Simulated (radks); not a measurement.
Task: Ionisation of neutral magnesium, [Ne] 3s2, to [Ne] 3s1 as the strength of local exchange is varied. Method: scalar-relativistic Kohn-Sham, Slater X-alpha exchange (alpha = 2/3 is LDA exchange), no correlation, spin-polarised, spherical densities, point nucleus; computed with a radial shooting solver on a logarithmic mesh with Libxc functionals.

| alpha | E(Mg) (hartree) | exchange (hartree) | IE (eV) | -e of the level emptied (eV) | <r> of it (bohr) |
|---|---|---|---|---|---|
| 0.581 | -196.70528 | -12.59046 | 6.063 | 3.410 (3s) | 3.310 |
| 0.667 | -198.57662 | -14.57016 | 6.498 | 3.876 (3s) | 3.214 |
| 0.787 | -201.21278 | -17.38228 | 7.132 | 4.565 (3s) | 3.091 |
| 0.797 | -201.43378 | -17.61924 | 7.186 | 4.625 (3s) | 3.082 |
| 0.968 | -205.24399 | -21.73332 | 8.144 | 5.691 (3s) | 2.927 |
| 0.991 | -205.76097 | -22.29562 | 8.278 | 5.841 (3s) | 2.907 |
| 1.011 | -206.21139 | -22.78631 | 8.395 | 5.973 (3s) | 2.890 |
| x | -203.49868 | -19.84217 | 7.700 | 5.193 (3s) | 2.995 |

Which alpha was used in the last row?

Result: alpha = 0.89. NIST Atomic Spectra Database: 7.646 eV (measured). The Delta-SCF value meets it near alpha = 0.88.
